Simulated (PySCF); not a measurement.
## Gallium: a sound run and one with changed settings

Sound run: Ga [Ar] 3d10 4s2 4p1, Ga⁺ [Ar] 3d10 4s2. Calculation: PySCF 2.14, in jorge-DZP-DKH; scalar relativity by spin-free X2C-1e. In the sound run the correlated levels freeze [Ar] 3d10. The sound run starts from symmetry-adapted Hartree-Fock orbitals and uses a fine grid where one is needed.

Changed run: the non-relativistic Hamiltonian (point nucleus). This setting is unsound on purpose.

| species | method | sound run (hartree) | changed run (hartree) | converged |
| --- | --- | --- | --- | --- |
| Ga | UHF | -1942.05702 | -1918.76086 | yes |
| Ga | MN15 | -1945.12468 | -1921.07076 | yes |
| Ga | BP86 | -1944.00357 | -1920.59576 | yes |
| Ga | MP2 | -1942.07746 | -1918.78111 | yes |
| Ga | CCSD(T) | -1942.08724 | -1918.79111 | yes |
| Ga⁺ | UHF | -1941.86198 | -1918.56332 | yes |
| Ga⁺ | MN15 | -1944.91158 | -1920.85515 | yes |
| Ga⁺ | BP86 | -1943.78787 | -1920.37748 | yes |
| Ga⁺ | MP2 | -1941.88374 | -1918.58505 | yes |
| Ga⁺ | CCSD(T) | -1941.89510 | -1918.59680 | yes |

Ionisation energy of Ga:

```
 method  sound run (eV)  changed run (eV)
    UHF           5.307             5.375
   MN15           5.799             5.867
   BP86           5.870             5.940
    MP2           5.271             5.335
SCS-MP2           5.244             5.307
   CCSD           5.224             5.283
CCSD(T)           5.228             5.287
```

Most of the change in total energy is the relativistic energy itself. On top of that the contraction fixes the core shape for the Hamiltonian it was made with, so the changed run is not a good calculation with the other Hamiltonian either.

For comparison, NIST gives 5.999 eV between the lowest levels.
